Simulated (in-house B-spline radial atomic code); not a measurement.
RPA and G0W0 on Hartree-Fock: Ni5+

Configuration [Ar] 3d5, highest spin, mean-field start Hartree-Fock. Computed with a B-spline radial code for spherical atoms: all electrons, scalar-relativistic (spin-free one-electron X2C), finite nucleus, each spin shell either full or empty, empty states to l = 9 with an (l + 1/2)⁻⁴ tail; G0W0 by contour deformation at full frequency.

Command:
```bash
python run_gw.py task.json out
```
Settings (radii: box in bohr, nucleus in fm):
```
Z                        28
electrons                23
configuration            [Ar] 3d5
hamiltonian              x2c
method                   hf
lmax                     9
rms_radius               3.7757
spin_polarised           True
box_radius               10.43
intervals                68
```

Cost of the run: 2.8 s on 1 thread of Arm Neoverse V1, on a shared host.

Energies (hartree):

| term | value |
| --- | --- |
| mean-field total | -1512.42372 |
| Hartree-Fock functional on these orbitals | -1512.42372 |
| direct second order | -1.5993 |
| second-order exchange | 0.52591 |
| SOSEX correction | 0.49572 |

Task: What is the RPA correlation energy, and what remains with SOSEX?

Result: RPA gives -1.4558 hartree (-1.72 eV per electron); RPA + SOSEX gives -0.96003, and the second-order doubles (MP2) -1.0734 hartree. RPA lacks exchange-type terms and so overcorrelates at short range.

Quasi-particle levels (eV):

```json
{"level": "3d up", "occupied": "yes", "mean field": "-109.18", "Σx - vxc": "0.00", "Σc": "?", "QP weight": "?", "G0W0": "?"}
{"level": "3p down", "occupied": "yes", "mean field": "-165.73", "Σx - vxc": "0.00", "Σc": "-0.02", "QP weight": "0.971", "G0W0": "-165.75"}
{"level": "3p up", "occupied": "yes", "mean field": "-183.91", "Σx - vxc": "0.00", "Σc": "6.33", "QP weight": "0.872", "G0W0": "-177.57"}
{"level": "3s down", "occupied": "yes", "mean field": "-214.99", "Σx - vxc": "0.00", "Σc": "5.08", "QP weight": "0.929", "G0W0": "-209.90"}
{"level": "3d down", "occupied": "no", "mean field": "-71.37", "Σx - vxc": "0.00", "Σc": "-4.12", "QP weight": "0.978", "G0W0": "-75.49"}
```

G0W0 = mean field + (Σx - vxc) + Σc, with Σc (partial-wave tail included) taken at the quasi-particle energy. Only the outer levels were computed.

Task: Where does G0W0 put 3d up?

Result: At -108.38 eV, with Σc = 0.80 eV and a quasi-particle weight of 0.974. The tabulated removal energy is 108 ± 1 eV (NIST, semi-empirical); the calculation leaves out spin-orbit coupling, Breit and QED terms, and what these don't explain is the method's own error.
